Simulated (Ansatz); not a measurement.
Calculated with Ansatz (gas phase, PBE0-D4/def2-TZVP geometries, no zero-point term in ΔE). CCSD(T)/CBS adds triple-zeta CCSD(T) − MP2 to the extrapolated MP2 energy (def2 sets, frozen cores). Functionals use def2-TZVPP. B3LYP here is the variant with VWN-RPA as its local correlation; programs differ in this. For Ge outer-core shells are correlated without core-valence functions, which leaves a few kJ/mol of doubt a bond. Scalar relativity is left out up to krypton. One conformer a species, not always the lowest.

Reaction (substitution at a C–O bond): `C[O][Ge][Cl]` + `CO[SiH](S)Cl` → `CO[SiH](Cl)SC` + `[OH][Ge][Cl]`

```csv
level,ΔE (kJ/mol),difference from CCSD(T)/CBS
PBE-D4,-42.1,2.0
r2SCAN-D4,-41.9,2.2
PBE0-D4,-43.9,0.2
B3LYP-D4,-38.5,5.6
ωB97X-V,-40.9,3.2
ωB97M-V,-43.5,0.6
B2PLYP,-39.2,4.9
PBE,-40.8,3.3
r2SCAN,-41.5,2.6
PBE0,-42.7,1.4
B3LYP,-36.4,7.7
HF/def2-TZVPP,-35.4,8.7
MP2/def2-TZVPP,-46.0,-1.9
SCS-MP2/def2-TZVPP,-42.0,2.1
CCSD/def2-TZVPP,-39.7,4.4
CCSD(T)/def2-TZVPP,-40.1,4.0
HF/def2-QZVPP,-35.3,8.8
MP2/def2-QZVPP,-48.4,-4.3
SCS-MP2/def2-QZVPP,-44.5,-0.4
HF/CBS(def2),-35.3,8.8
MP2/CBS(def2),-50.1,-6.0
CCSD/CBS(def2),-43.8,0.3
CCSD(T)/CBS,-44.1,0
```

Largest T1 diagnostic among the species: 0.015.

In def2-TZVPP, CCSD(T) changes the Hartree–Fock value by −4.7 kJ/mol (the triples alone add −0.4 kJ/mol) and MP2 by −10.7 kJ/mol.
